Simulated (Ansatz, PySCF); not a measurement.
This Ansatz (a first-principles code) input computes a CCSD(T)/cc-pVDZ energy:

Ansatz 0.2 input:
```yaml
crystal:
  periodic: [false, false, false]
  atoms:
    - {symbol: B, position_ang: [-0.00000000, -0.00000000, -1.31080356]}
    - {symbol: N, position_ang: [0.00000000, 0.00000000, 0.00000000]}
    - {symbol: B, position_ang: [0.00000000, 0.00000000, 1.31080356]}
basis:
  gaussian:
    orbitals: cc-pVDZ
magnetization: {spin_polarized: true, initial_magnetization: 1}
correlation: {method: ccsd_t, electrons: outside_noble_gas}
```

**Question.** Write an input for the same energy in PySCF and say what it gives.

**Answer.** 
```python
from pyscf import gto, scf, mp, cc as ccmod

mol = gto.M(
    atom='''
    B    -0.00000000   -0.00000000   -1.31080356
    N     0.00000000    0.00000000    0.00000000
    B     0.00000000    0.00000000    1.31080356
    ''',
    basis='cc-pvdz',
    charge=0,
    spin=1,
    symmetry='D2h',
    verbose=4,
)

mf = scf.UHF(mol)
mf.conv_tol = 1e-10
mf.max_cycle = 100
mf.kernel()
mp2 = mp.MP2(mf, frozen=3).run()
cc = ccmod.CCSD(mf, frozen=3)
cc.max_cycle = 100
cc.kernel()
et = cc.ccsd_t()
print(f'E(CCSD(T)) = {cc.e_tot + et:.9f}')
```
It gives -104.01712 Eh, and Ansatz -104.01291 Eh, a difference of 4.21 mEh. That is more than fitting and grids explain: the two runs ended on different electronic states or use different definitions.

It need not be the lowest isomer of its formula.
